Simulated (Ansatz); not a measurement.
Stepwise reaction of `N[SiH2][SiH](N)O` with water, as a gas-phase model of exchange steps in deposition or etching. ΔE in kJ/mol.

Program: Ansatz. Geometries: PBE0-D4/def2-TZVP. ΔE: electronic, gas phase. CBS: MP2 limit from def2 TZ/QZ plus the TZ coupled-cluster correction, frozen cores. This one scheme is used for every species. Functionals use def2-TZVPP. B3LYP here is the variant with VWN-RPA as its local correlation; programs differ in this. One conformer a species, not always the lowest.

```csv
step,reaction,PBE-D4,B3LYP-D4,ωB97M-V,CCSD(T)/CBS
1,`N[SiH2][SiH](N)O` + H₂O → `N[Si@H](O)[Si@H](N)O` + H₂,-83.0,-88.9,-88.6,-85.3
2,`N[Si@H](O)[Si@H](N)O` + H₂O → `N[SiH](O)[Si](N)(O)O` + H₂,-99.2,-106.8,-107.1,-103.8
```

Q: By hand: ΔE of the 2 steps together at CCSD(T)/CBS.

A: (-85.3) + (-103.8) = -189.1 kJ/mol, or -94.5 kJ/mol a step.

In ΔE each step is lower than the one before. All are downhill at CCSD(T)/CBS. PBE-D4 differs from CCSD(T)/CBS by 2.3 to 4.6 kJ/mol a step. Isolated molecules leave out the surface, adducts and barriers. Largest T1 diagnostic: 0.012.
